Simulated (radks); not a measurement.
Results of a calculation; reference values are marked as such.
Numerical settings for neutral niobium, [Kr] 4d4 5s1. Level of theory: scalar-relativistic Kohn-Sham, BLYP, spin-polarised, spherical densities, finite nucleus; open shells are filled with parallel spins first (spin-orbit coupling, left out, can overturn this in heavy ions); Fermi nuclear charge, rms radius 4.324 fm (a radial shooting solver on a logarithmic mesh with Libxc functionals). The defaults (mesh step 0.008 in ln r, mesh end at 40 bohr or more with all orbitals vanishing there, Anderson mixing 0.5 over 9 steps, residual threshold near 1e-9 with the energy settled to 1e-9 hartree or 1e-11 of itself, here a cap of 59 iterations) give E = -3820.1757 hartree and 4d at -3.421 eV in 19 iterations. Run on one thread of a shared host, so times are rough (Arm Neoverse V1): 0.24 s of CPU time, 0.24 s wall, 19 iterations on 2437 mesh points. Changes against that run (0 stands for a change within the tolerance of the run):

setting                    iterations         converged  E (mhartree)  e(4d) (meV)  CPU (s)
mesh step in ln r 0.003            43               yes             0            0      1.1
mesh step in ln r 0.05             14               yes      +0.00751            0     0.05
mesh step in ln r 0.03             14               yes     +0.000477            0     0.07
mesh end (bohr) 3                  18  level above zero     +2.22e+03    +1.89e+04     0.19
mesh end (bohr) 8                  19               yes          +6.8         +315     0.22
residual threshold 1e-05           11               yes             0       +0.214     0.17
residual threshold 1e-13           59                no             0            0     0.43
mixing 0.05                        40               yes             0            0     0.46
linear mixing, mixing 1            30                no      diverged            -     0.82
linear mixing, mixing 0.2          59                no             0     -0.00423     0.65
mixing history 2                   32               yes             0            0     0.34
iteration cap 5                     5                no        -0.121          +55     0.09

Settled on a wrong energy, with an occupied level pushed above zero by the early mesh end: mesh end (bohr) 3 (+2.22 hartree). Apart from these: settings that end as converged yet miss the energy by more than 1 mhartree: mesh end (bohr) 8 (+0.0068 hartree). A mesh that ends early acts as a hard wall.
